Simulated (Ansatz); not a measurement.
The same path of CH$_{9}$GeNSn (13 atoms, charge 0, multiplicity 1) was run twice with different band settings. The coordinate that changes most is the dihedral H7–C1–Ge2–N3.

Computed with Ansatz, RKS PBE-D4/def2-SVP.

Relaxed end points:

```xyz
13
Properties=species:S:1:pos:R:3
C -1.432 0.136 1.545
Ge 0.050 -0.993 0.895
N 1.279 -0.091 -0.168
Sn 0.849 0.622 -2.058
H -1.041 0.976 2.152
H -2.000 0.554 0.690
H -2.127 -0.459 2.172
H -0.516 -2.137 0.006
H 0.835 -1.579 2.106
H 1.867 0.560 0.367
H 0.259 -0.737 -2.942
H 2.340 1.222 -2.693
H -0.342 1.891 -2.058
```

```xyz
13
Properties=species:S:1:pos:R:3
C -1.615 -0.014 1.373
Ge -0.123 -1.120 0.709
N 1.279 -0.141 -0.019
Sn 1.151 0.879 -1.810
H -2.045 0.588 0.547
H -2.416 -0.655 1.795
H -1.263 0.676 2.165
H -0.626 -2.045 -0.436
H 0.464 -1.966 1.877
H 1.815 0.377 0.687
H 0.583 -0.280 -2.955
H 2.750 1.429 -2.166
H 0.065 2.238 -1.752
```

Common settings: movable images 5; climbing image yes; spring 5.0 eV/Å²; optimiser quadratic models (default); start path IDPP; force threshold 0.05 eV/Å; end points relaxed.

| run | iteration limit |
| --- | --- |
| 1 | 60 |
| 2 | 3 |

**Question.** What does each run give, and how far can it be trusted?

**Answer.** Run 1: converged after 3 iterations, highest image 0.046 eV above the first end. A vibrational analysis at the climbing image gives one clearly imaginary mode, 114i cm⁻¹: a first-order saddle point.
Run 2: converged after 3 iterations, highest image 0.046 eV above the first end. Another band between the same ends (5 images) ends at a top of the same energy, where a vibrational analysis finds 1 clearly imaginary mode.
